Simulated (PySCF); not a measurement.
FH5NSi2, FH5OSi2, AlFH5NSi, AlFH2OSi (calculated)

All values are calculated (PySCF 2.14.0). Calculation on a computer-drawn molecule: the log of a Hartree-Fock and frozen-core CCSD(T) single point meant for a local Hartree-Fock minimum, with one planted fault or none, to be diagnosed. Offsets are logged minus clean, where the clean run is the same molecule without the fault. The reference is restricted for singlets and unrestricted otherwise, and also for a bond in bohr or an excited solution. Adding or removing an electron swaps singlet and doublet. The excited solution moves the top pair (singlet) or top alpha electron (doublet) to the lowest empty orbital. Highest occupied and lowest empty are orbital energies over both spins, largest force is the largest gradient component, triples share is (T) over the correlation energy, the T1 limit is 0.02 restricted and 0.045 unrestricted, electrons count all cores, a negative frequency is imaginary (commonest isotopes), and the dipole is about the centre of nuclear charge.

Common to all runs: meant charge 0; meant basis cc-pV(D+d)Z; logged SCF converged yes; logged CC converged yes; logged SCF stable within its kind yes; possible faults no fault, one electron removed, one electron added, multiplicity raised by two, geometry at a saddle point, SCF held on an excited solution, minimal basis STO-3G, one bond length entered in bohr, all coordinates scaled.

(1) FH5NSi2

Logged structure:
```xyz
9
FH5NSi2
F     -1.2150     3.1857     2.9848
Si    -0.3135     2.5161     1.9670
N     -0.9446     2.5538     0.4936
Si    -1.9855     1.5303    -0.2400
H     -0.1702     1.2115     2.3774
H      0.8651     3.2290     1.9858
H     -0.7967     3.3601     0.0260
H     -1.5743     1.2744    -1.5448
H     -2.0103     0.3578     0.5025
```

```
meant multiplicity                   : 2
logged electrons                     : 49
logged basis functions               : 99
logged spin squared                  : 0.7535
logged highest occupied              : -8.4334 eV
logged lowest empty                  : 2.0095 eV
logged largest force                 : 0.062785 hartree/bohr
logged T1 diagnostic                 : 0.012373
logged D1 diagnostic                 : 0.046001
logged triples share                 : 0.019817
logged dipole magnitude              : 1.6919 debye
logged energy HF                     : -734.71021 hartree
logged energy CCSD(T)                : -735.29457 hartree
planted fault                        : all coordinates scaled, by -6.3 %
HF energy offset from clean run      : 26.89 kcal/mol
CCSD(T) energy offset from clean run : 32.46 kcal/mol
```

Drawn bonds:
```csv
atom,other atom,order
1,2,1
2,3,1
3,4,1
2,5,1
2,6,1
3,7,1
4,8,1
4,9,1
```

(2) FH5OSi2

Logged structure:
```xyz
9
FH5OSi2
F     -3.0776     1.0100    -0.6727
Si    -1.8558     0.0989    -0.9275
O     -1.0702    -0.0645     0.4018
Si    -0.7789     0.2302     1.9290
H     -1.0562     0.7347    -1.8942
H     -2.3451    -1.1466    -1.3600
H     -0.5987     1.6213     2.1224
H      0.4004    -0.4612     2.2910
H     -1.8632    -0.2229     2.7184
```

```
meant multiplicity                   : 1
logged electrons                     : 50
logged basis functions               : 99
logged spin squared                  : 0
logged highest occupied              : -12.526 eV
logged lowest empty                  : 3.9407 eV
logged largest force                 : 0.043579 hartree/bohr
logged T1 diagnostic                 : 0.010831
logged D1 diagnostic                 : 0.025659
logged triples share                 : 0.017138
logged dipole magnitude              : 1.1296 debye
logged energy HF                     : -755.22503 hartree
logged energy CCSD(T)                : -755.83906 hartree
planted fault                        : all coordinates scaled, by -4.1 %
HF energy offset from clean run      : 11.26 kcal/mol
CCSD(T) energy offset from clean run : 14.91 kcal/mol
```

Drawn bonds:
```csv
atom,other atom,order
1,2,1
2,3,1
3,4,1
2,5,1
2,6,1
4,7,1
4,8,1
4,9,1
```

(3) AlFH5NSi

Logged structure:
```xyz
9
AlFH5NSi
F     -2.3409    -0.4369     1.1795
Si    -0.9088    -1.2785     0.6917
N      0.3799    -0.1258     0.1041
Al     0.8899     0.4070    -1.6656
H     -1.3310    -2.2358    -0.4811
H     -0.4385    -2.0665     1.9705
H      0.8984     0.3782     0.9042
H      0.1091    -0.3094    -2.9713
H      2.1118     1.5564    -1.8135
```

```
meant multiplicity                   : 1
logged electrons                     : 48
logged basis functions               : 99
logged spin squared                  : 0
logged highest occupied              : -11.208 eV
logged lowest empty                  : 1.3697 eV
logged largest force                 : 0.048261 hartree/bohr
logged T1 diagnostic                 : 0.015097
logged D1 diagnostic                 : 0.046456
logged triples share                 : 0.023207
logged dipole magnitude              : 2.4878 debye
logged energy HF                     : -687.74638 hartree
logged energy CCSD(T)                : -688.33144 hartree
planted fault                        : all coordinates scaled, by +6.9 %
HF energy offset from clean run      : 22.96 kcal/mol
CCSD(T) energy offset from clean run : 16.02 kcal/mol
```

Drawn bonds:
```csv
atom,other atom,order
1,2,1
2,3,1
3,4,1
2,5,1
2,6,1
3,7,1
4,8,1
4,9,1
```

(4) AlFH2OSi

Logged structure:
```xyz
6
AlFH2OSi
F     -1.3431    -0.8333     0.0690
Si    -2.3298     0.3540    -0.3990
O     -1.7200     1.7720     0.0826
Al    -0.9304     3.1747     0.6653
H     -3.6307     0.0956     0.2340
H     -2.4097     0.2831    -1.8647
```

```
meant multiplicity                   : 1
logged electrons                     : 45
logged basis functions               : 84
logged spin squared                  : 0.752
logged highest occupied              : -16.519 eV
logged lowest empty                  : -7.6805 eV
logged largest force                 : 0.072253 hartree/bohr
logged T1 diagnostic                 : 0.018302
logged D1 diagnostic                 : 0.049618
logged triples share                 : 0.021096
logged dipole magnitude              : 11.963 debye
logged energy HF                     : -706.19213 hartree
logged energy CCSD(T)                : -706.70874 hartree
planted fault                        : one electron removed
HF energy offset from clean run      : 190.9 kcal/mol
CCSD(T) energy offset from clean run : 211.8 kcal/mol
```

Drawn bonds:
```csv
atom,other atom,order
1,2,1
2,3,1
3,4,1
2,5,1
2,6,1
```
